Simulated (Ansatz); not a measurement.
CH7FSSi2 (`CS[SiH](F)[SiH3]`). The species carries charge 0 and has multiplicity 1. The geometry is a stationary point of PBE0-D4/def2-TZVP. It is one conformer, not always the lowest.

```xyz
12

C     0.808   -2.272   -0.875
S     1.184   -0.503   -0.680
Si   -0.639    0.220    0.096
F    -1.797    0.254   -1.020
Si   -0.238    2.384    0.893
H     0.431   -2.692    0.057
H     0.087   -2.427   -1.676
H     1.744   -2.765   -1.135
H    -1.130   -0.729    1.130
H    -1.526    3.060    1.200
H     0.501    3.174   -0.126
H     0.576    2.297    2.135
```

(1) What is the dipole moment at r2SCAN/def2-TZVPP? (An estimate is asked.)

(2) And with PBE, B3LYP, ωB97M-V? (Best estimate.)

(3) Give the Mulliken charges with r2SCAN, B3LYP, ωB97M-V in def2-TZVPP. (Estimate.)

## Answers

(1) Computed: 1.53 D, with components (0.38, -1.33, 0.66) D in this frame, pointing from negative to positive charge.

(2) Computed: PBE 1.49 D, B3LYP 1.50 D, ωB97M-V 1.47 D.

(3) Ansatz gave: 
```
atom  r2SCAN  B3LYP  ωB97M-V
  C1   -0.15  -0.28    -0.35
  S2   -0.22  -0.21    -0.16
 Si3    0.55   0.56     0.46
  F4   -0.33  -0.33    -0.31
 Si5    0.13   0.12     0.01
  H6    0.09   0.12     0.14
  H7    0.10   0.13     0.15
  H8    0.09   0.12     0.14
  H9   -0.10  -0.10    -0.05
 H10   -0.06  -0.05    -0.01
 H11   -0.05  -0.04    -0.01
 H12   -0.05  -0.05    -0.01
```

B3LYP here is the variant with VWN-RPA as its local correlation; programs differ in this.
